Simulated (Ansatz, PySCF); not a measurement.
C4H13NSi. Atoms are numbered in the order given.

```xyz
19

C     -2.8338    -0.2452     0.7191
C     -1.3604    -0.5958     0.5507
N     -0.7935     0.1026    -0.5938
C      0.6531    -0.0049    -0.8011
C      1.2224    -1.4338    -0.8408
Si     1.5708     1.1533     0.4115
H     -3.2658    -0.7530     1.5956
H     -2.9605     0.8415     0.8393
H     -3.4170    -0.5553    -0.1649
H     -0.8050    -0.2881     1.4527
H     -1.2517    -1.7011     0.4931
H     -1.2880    -0.1793    -1.4406
H      0.8529     0.4627    -1.7830
H      2.2855    -1.4296    -1.1299
H      1.1480    -1.9368     0.1367
H      0.6760    -2.0521    -1.5746
H      1.3561     0.7587     1.8357
H      3.0404     1.0888     0.1426
H      1.1054     2.5566     0.2252
```
Charge 0, spin multiplicity 1.

Geometry: B3LYP-D3(BJ)/def2-SVP. The structure was generated by enumeration; whether it is a known compound was not checked. Other conformers were not sampled.

Vertical ionisation energy (IE) and electron affinity (EA) in eV. Rows of orbital energies are one-electron estimates. Where ΔSCF, EOM or ADC give a negative EA the extra electron is unbound and the value depends on the basis.

```
level                                                                  IE     EA
-------------------------------------------------------------------  ----  -----
−ε(HOMO), −ε(LUMO), B3LYP/def2-TZVP (PySCF)                          6.13  -0.47
−ε(HOMO), −ε(LUMO), PBE/def2-TZVP (PySCF)                            4.97   0.07
ΔSCF, PBE0/def2-SVPD (Ansatz), final states of multiplicity 2 and 2  8.29  -1.59
ΔSCF, PBE/def2-SVPD (Ansatz), final states of multiplicity 2 and 2   8.14  -1.35
```

Question: What vertical singlet–triplet gap does ΔSCF give with PBE0/def2-SVPD (Ansatz, a program for electronic structure) and with PBE/def2-SVPD (Ansatz)? (Estimate from the structure and the level; the computed values follow.)

Answer: 5.48 and 5.17 eV (triplet above singlet where positive).
